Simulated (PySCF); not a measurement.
IIn, charge -1, doublet, geometry from GFN2-xTB (such geometries of metal compounds can be far from the true shape) (a state made from the parent by changing its charge; the spin is typed, not shown lowest) (core potentials on I, In) (in this run its highest filled SCF level lies above zero, so its values depend strongly on the basis, on diffuse functions most of all); BHANDHLYP/def2-SVPD in PySCF.

Input for PySCF:
```python
from pyscf import gto, scf, dft

mol = gto.Mole()
mol.atom = '''
    In   -0.000000   -0.000000   -1.554794
    I     0.000000    0.000000    1.437451
'''
mol.basis = 'def2-svpd'
mol.ecp = {'I': 'def2-svpd', 'In': 'def2-svpd'}
mol.charge = -1
mol.spin = 1
mol.verbose = 4
mol.build()

mf = dft.UKS(mol)
mf.xc = 'bhandhlyp'
mf.grids.atom_grid = (99, 590)
mf.grids.prune = None
mf.kernel()
```

Problem. Predict the main parts of the log of this PySCF run.

Solution. 
```
PySCF version 2.14.0

[INPUT] verbose = 4
[INPUT] num. atoms = 2
[INPUT] num. electrons = 47
[INPUT] charge = -1
[INPUT] spin (= nelec alpha-beta = 2S) = 1
[INPUT] symmetry False subgroup None
[INPUT] Mole.unit = angstrom
[INPUT] Symbol           X                Y                Z      unit          X                Y                Z       unit  Magmom
[INPUT]  1 In     0.000000000000   0.000000000000  -1.554794000000 AA    0.000000000000   0.000000000000  -2.938134840117 Bohr   0.0
[INPUT]  2 I      0.000000000000   0.000000000000   1.437451000000 AA    0.000000000000   0.000000000000   2.716388707482 Bohr   0.0

nuclear repulsion = 92.8460188697784
number of shells = 25
number of NR pGTOs = 137
number of NR cGTOs = 67
basis = def2-svpd
ecp = {'I': 'def2-svpd', 'In': 'def2-svpd'}

******** <class 'pyscf.dft.uks.UKS'> ********
method = UKS
initial guess = minao
damping factor = 0
level_shift factor = 0
DIIS = <class 'pyscf.scf.diis.CDIIS'>
diis_start_cycle = 1
diis_space = 8
diis_damp = 0
SCF conv_tol = 1e-09
SCF conv_tol_grad = None
SCF max_cycles = 50
direct_scf = True
direct_scf_tol = 1e-13
number electrons alpha = 24  beta = 23
XC library pyscf.dft.libxc version 7.1.2
    S. Lehtola, C. Steigemann, M. J. T. Oliveira, and M. A. L. Marques,  SoftwareX 7, 1–5 (2018)
XC functionals = bhandhlyp
    A. D. Becke,  J. Chem. Phys. 98, 1372 (1993)
    Defined through Gaussian implementation.
radial grids:
    Treutler-Ahlrichs [JCP 102, 346 (1995); DOI:10.1063/1.469408] (M4) radial grids

becke partition: Becke, JCP 88, 2547 (1988); DOI:10.1063/1.454033
pruning grids: None
grids dens level: 3
symmetrized grids: False
atomic radii adjust function: <function treutler_atomic_radii_adjust>
User specified grid scheme (99, 590)
small_rho_cutoff = 0
Set gradient conv threshold to 3.16228e-05
tot grids = 116824
init E= -434.444667995158

cycle= 1 E= -485.843862038809  delta_E= -51.4  |g|=  2.1  |ddm|= 10.6
cycle= 2 E= -482.128779738871  delta_E= 3.72  |g|= 2.04  |ddm|= 28.8
cycle= 3 E= -486.916556536788  delta_E= -4.79  |g|= 0.808  |ddm|= 28.5
cycle= 4 E= -487.760569511989  delta_E= -0.844  |g|= 0.238  |ddm|= 2.98
cycle= 5 E= -487.805692576959  delta_E= -0.0451  |g|= 0.0994  |ddm|= 0.697
cycle= 6 E= -487.812185473339  delta_E= -0.00649  |g|= 0.0142  |ddm|= 0.145
cycle= 7 E= -487.812396931914  delta_E= -0.000211  |g|= 0.00464  |ddm|= 0.0366
cycle= 8 E= -487.812426123431  delta_E= -2.92e-05  |g|= 0.00158  |ddm|= 0.0129
cycle= 9 E= -487.81243205608  delta_E= -5.93e-06  |g|= 0.000585  |ddm|= 0.00607
cycle= 10 E= -487.812433479787  delta_E= -1.42e-06  |g|= 0.000248  |ddm|= 0.00356
cycle= 11 E= -487.812433724217  delta_E= -2.44e-07  |g|= 6.84e-05  |ddm|= 0.00168
cycle= 12 E= -487.812433740503  delta_E= -1.63e-08  |g|= 1.34e-05  |ddm|= 0.00047
cycle= 13 E= -487.812433740839  delta_E= -3.36e-10  |g|= 2.89e-06  |ddm|= 5.95e-05
Extra cycle  E= -487.812433740856  delta_E= -1.71e-11  |g|= 1.61e-06  |ddm|= 1.32e-05
converged SCF energy = -487.812433740856  <S^2> = 0.7542731  2S+1 = 2.0042685
```
